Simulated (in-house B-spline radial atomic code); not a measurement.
## PBEsol excitations of Cl7+

Method: PBEsol. Computed with an all-electron radial atomic-structure program (B-spline basis): linear response of the closed shell [He] 2s2 2p6 with the functional's adiabatic kernel; scalar-relativistic (spin-free one-electron X2C), finite nucleus, no spin-orbit coupling, no double excitations, S, P, D and F terms only. Only terms of natural parity with L up to 3 were computed.

Command:
```bash
python run_td.py task.json out
```
Settings (radii: box in bohr, nucleus in fm):
```
Z                        17
electrons                10
configuration            [He] 2s2 2p6
hamiltonian              x2c
method                   pbesol
box_radius               12.81
rms_radius               3.3654
intervals                71
```

Cost of the run: 0.4 s on 1 thread of Arm Neoverse N1, with other jobs on the host.

The lowest states, in the order of their Tamm-Dancoff energies; the method's threshold (minus the highest occupied level) is 322.91 eV. Labels give the largest channel, * marks a mixed state, and oscillator strengths are full-response dipole values. Semilocal kernels can invert the small singlet-triplet splittings of Rydberg terms. Energies in eV:

```
     state  full response  Tamm-Dancoff  oscillator strength
2p → 3s 3P         200.75        200.77                    -
2p → 3s 1P         202.24        202.26                0.198
2p → 3p 3S         214.56        214.60                    -
2p → 3p 3D         215.89        215.90                    -
2p → 3p 1D         217.06        217.07                    -
2p → 3p 1S         225.13        225.72                    -
2p → 3d 3P              ?             ?                    -
2p → 3d 3F         236.53        236.54                    -
2p → 3d 1F         237.43        237.43                    -
2p → 3d 1P         241.09        241.24                 1.57
2s → 3s 3S         260.74        260.75                    -
2s → 3s 1S         263.41        263.50                    -
2p → 4s 3P         264.15        264.15                    -
2p → 4s 1P         264.58        264.58               0.0309
2p → 4p 3S         269.28        269.29                    -
2p → 4p 3D              ?             ?                    -
```

Where does 2p → 3d 3P lie?

At 236.17 eV in full response, 236.19 eV in Tamm-Dancoff.

Where does 2p → 4p 3D lie?

At 269.64 eV in full response, 269.65 eV in Tamm-Dancoff.

How large is the singlet-triplet splitting of 2p → 3s (P terms) in Tamm-Dancoff?

1.5 eV, from the unrounded values.

What polarisabilities and dispersion coefficient does the method give?

Dipole 0.05266 bohr³, quadrupole 0.01862 bohr⁵, C6 0.02273 hartree·bohr⁶ for two such species.
